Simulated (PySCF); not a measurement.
A species of formula C3H5Ga has this rotational fingerprint, computed with PBE0-D3(BJ)/def2-SVP geometry optimisation, gas phase in PySCF 2.14.0:

| Property | Result |
| --- | --- |
| Rotational constants | A = 72250, B = 1488, C = 1472 MHz |
| Dipole components | \|μa\| = 1.51 D, \|μb\| = 0.01 D, \|μc\| = 0.00 D |
| Inertial defect | -3.18 u·Å² |
| κ | -1.00 |

Problem. Which candidate fits, each taken in the one conformer that was computed?
A. `CC#[C][GaH2]`
B. `[C](#C)[GaH][CH3]`

Solution. A. It is CC#[C][GaH2], a near-prolate asymmetric top, point group Cs. The candidates at the same level (rigid rotor, commonest isotopes):

```tsv
SMILES	A (MHz)	B (MHz)	C (MHz)	μa (D)	μb (D)	μc (D)	Δ (u·Å²)	point group	rotor
CC#[C][GaH2]	72250	1488	1472	1.51	0.01	0.00	-3.18	Cs	near-prolate asymmetric top
C#[C][GaH][CH3]	13349	2742	2308	0.35	0.61	0.00	-3.15	Cs	near-prolate asymmetric top
```

`C#[C][GaH][CH3]` has B 84 % too high. In the right answer the mirror of this Cs structure is the ab plane, so μc vanishes by symmetry. No structure here is proved a minimum.
